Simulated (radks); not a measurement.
Polarisability of the molybdenum ion Mo2+, [Kr] 4d4, at imaginary frequency. Calculated with a radial shooting solver on a logarithmic mesh with Libxc functionals: scalar-relativistic Kohn-Sham, LDA (Slater exchange, VWN5 correlation), spin-polarised, spherical densities, finite nucleus; open shells are filled with parallel spins first (spin-orbit coupling, left out, can overturn this in heavy ions); Fermi nuclear charge, rms radius 4.4091 fm. Response by self-consistent Sternheimer equations with the Hartree and adiabatic LDA kernel, the relativistic mass of each level held fixed and spin-orbit coupling left out.

| w (hartree) | alpha1(iw) (bohr^3) |
|---|---|
| 0.00266 | 10.51 |
| 0.0143 | 10.50 |
| 0.0360 | 10.45 |
| 0.0697 | 10.29 |
| 0.118 | 9.927 |
| 0.186 | 9.245 |
| 0.280 | 8.215 |
| 0.413 | 6.930 |
| 0.605 | 5.528 |
| 0.892 | 4.110 |
| 1.35 | 2.761 |
| 2.12 | 1.591 |
| 3.59 | 0.7389 |
| 6.94 | 0.2626 |
| 17.5 | 0.06302 |

Static values: alpha1 = 10.51 bohr^3 (1.558 angstrom^3; uncoupled 14.74). C6 = 56.32, triple-dipole C9 = 397.5 atomic units. One-pole (London) frequency 4 C6 / (3 alpha1^2) = 0.680 hartree, against 0.810 for minus the highest occupied eigenvalue.
